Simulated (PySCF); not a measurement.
C₅H₁₁N₂Si (doublet state).
Z-matrix (Å and degrees, GFN2-xTB geometry), rows numbered from 1:
```
C 
C   1  1.3198
C   2  1.5011  1  124.70
C   3  1.5532  2  108.57  1  -117.83
N   4  1.3913  3  112.55  2   -97.63
Si  5  1.7109  4  111.40  3    -9.99
C   6  1.8942  5  117.14  4  -119.82
N   3  1.4377  2  112.44  1   126.66
H   1  1.0768  2  122.02  3  -179.76
H   1  1.0780  2  121.72  3     0.25
H   2  1.0816  1  121.61  3   179.64
H   3  1.0982  2  109.53  1     3.74
H   4  1.0989  3  111.63  2    26.20
H   4  1.0999  3  109.13  2   142.36
H   6  1.4740  5  109.40  4   115.24
H   7  1.0826  6  109.31  5   -57.88
H   7  1.0841  6  112.34  5    62.46
H   7  1.0836  6  110.36  5  -176.35
H   8  1.0055  3  114.60  2   -60.81
```

The hyperfine couplings belong to this conformer and change with its torsions.

As a line formula: `C=C[C@@H]1C[N][Si@@H](C)N1` [radical].

Level of theory: UKS B3LYP, pcH-1 on C H N Si, non-relativistic, mean-field spin-orbit, GIAO (PySCF 2.14.0). The structure is a single GFN2-xTB conformer in the gas phase; no vibrational or solvent corrections. The geometry wasn't refined by DFT: couplings that depend on bond lengths, twists or pyramidal angles can differ widely from those at the functional's own minimum. No stability test was run, so a lower SCF solution isn't excluded.

(1) Give the principal g shifts and their parts.

(2) How much does each term add to the isotropic shift?

(3) At 9.795 GHz, how far is the centre of the isotropic spectrum from where a free electron (g = 2.002319) resonates?

(4) In a frozen sample, at which fields do the three g values resonate at 9.5, 34, 94 and 263 GHz (hyperfine left aside), and which band first spreads them over more than twice a line width of 0.3 mT?

Results:

(1) 
```tsv
Δg (ppt)	1	2	3
relativistic mass correction	-0.19	-0.19	-0.19
gauge correction	-0.01	0.04	0.03
orbital Zeeman/spin–orbit	0.08	2.07	7.14
total	-0.13	1.91	6.97
```

So g = 2.00219, 2.00423, 2.00929 and g_iso = 2.00524; the tensor is rhombic: the two nearest values differ by 29 % of g3 − g1. 

(2) The orbital-Zeeman/spin–orbit term 3.09, the mass correction -0.19 and the gauge correction 0.02 ppt, for a total of 2.92 ppt. The orbital-Zeeman/spin–orbit term is the largest in size. The mass correction is the same along every axis, so the anisotropy comes from the other two: their spans along these axes are 0.05 (gauge) and 7.05 ppt (orbital Zeeman/spin–orbit).

(3) B = hν/(g μB) with μB/h = 13.99624 MHz/mT gives 349.51 mT for the free electron and 349.00 mT at g_iso, 0.51 mT lower.

(4) 
```tsv
band	GHz	B(g3) mT	B(g2) mT	B(g1) mT	spread mT
X	9.5	337.81	338.66	339.00	1.20
Q	34.0	1209.00	1212.05	1213.28	4.28
W	94.0	3342.52	3350.96	3354.36	11.85
J	263.0	9351.94	9375.55	9385.08	33.15
```

The spread grows in proportion to the frequency. X band is the first where it exceeds 0.6 mT.

The Mulliken spin populations are largest on N5 (+0.87), H14 (+0.09) and C4 (-0.08). No atom but N5 exceeds +0.15. The positive populations add up to 1.10 and the negative ones to -0.10, together 2S = 1.

The HOMO–LUMO gaps are 6.57 eV among the α and 3.39 eV among the β orbitals.

The run took 2.2 min (with the writing of density and orbital grids) on one thread of an Arm Neoverse V2, no GPU, shared host with 96 logical CPUs at a one-minute load of 45, and the process peaked at 1.1 GiB of memory.
